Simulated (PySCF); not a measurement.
C₄H₆BF, SMILES CB(CF)C#C. Geometry optimised at PBE-D3(BJ)/def2-SVP. The structure was generated by enumeration, and PubChem lists no compound with its InChIKey, so it may never have been made. The values are those of a single conformer.

Computed equilibrium geometry at PBE-D3(BJ)/def2-SVP (PySCF confirms it by a frequency run) as Cartesian coordinates in Å, and its point group (one conformer of several):
point group Cs.
```xyz
12

C      1.1530     2.2134     0.0000
C      0.3936     1.2441     0.0000
B     -0.5476     0.0463     0.0000
C     -2.1098     0.2545     0.0000
C      0.0156    -1.4270     0.0000
F      1.3935    -1.5689     0.0000
H      1.8280     3.0593     0.0000
H     -2.4076     0.8631     0.8816
H     -2.7011    -0.6826     0.0000
H     -2.4076     0.8631    -0.8816
H     -0.4150    -1.9624    -0.8852
H     -0.4150    -1.9624     0.8852
```
